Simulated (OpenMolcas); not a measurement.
Br²⁺: terms and fine structure

* Program: OpenMolcas
* Method: SS-CASPT2, IPEA 0.25 Eh, imaginary shift 0.1 Eh (closed shells correlated: 3d 4s)
* Basis: ANO-RCC-VTZP [6s5p3d1f]
* Scalar Hamiltonian: DKH2, point nucleus
* Active space: 3 electrons in 3 orbitals (4p)
* State averaging: 2S+1 = 4 odd, 1 root; 2S+1 = 2 odd, 8 roots
* Spin-orbit coupling: RASSI with atomic mean-field integrals over the reference wave functions, term energies averaged over their components

With spin-orbit coupling, above the lowest level:

```json
{"Configuration": "4s2 4p3", "Term": "4S*", "J": "3/2", "E (cm-1)": "0.0", "Measured (cm-1)": "0.0", "Term weight %": "99"}
{"Configuration": "4s2 4p3", "Term": "2D*", "J": "3/2", "E (cm-1)": "16570", "Measured (cm-1)": "", "Term weight %": "94"}
{"Configuration": "4s2 4p3", "Term": "2D*", "J": "5/2", "E (cm-1)": "17390", "Measured (cm-1)": "", "Term weight %": "100"}
{"Configuration": "4s2 4p3", "Term": "2P*", "J": "1/2", "E (cm-1)": "29260", "Measured (cm-1)": "26915", "Term weight %": "100"}
{"Configuration": "4s2 4p3", "Term": "2P*", "J": "3/2", "E (cm-1)": "30400", "Measured (cm-1)": "28579", "Term weight %": "93"}
```

Against the 2 measured excited levels shown (Moore, Atomic Energy Levels, vol. II, NSRDS-NBS 35 (1971 reprint of NBS Circular 467, 1952)) the mean absolute deviation is 2100 cm-1; the largest miss in energy is 4s2 4p3 2P* 1/2: computed 29260, measured 26915 cm-1 (+8.7 %).

Spin-orbit coupling puts the lowest level 311 cm-1 below the lowest spin-free term.

CASPT2 does not keep the components of a term degenerate, so their means are used; among the terms shown or strongly mixed into the levels shown the widest spread is 150 cm-1 (4s2 4p3 2D*). With the s shell closed, the reference lacks s² → p² mixing. Measured partners are found by configuration, term and J. A level has none where our copy of the source lacks it or the pairing is in doubt (some pairs that miss far off the trend of their configuration count as doubtful), and it then counts in no deviation. Levels of configurations outside the active space are missing.

The term weight is that of the spin-free term in the level, not the purity of its configuration. * marks odd parity.
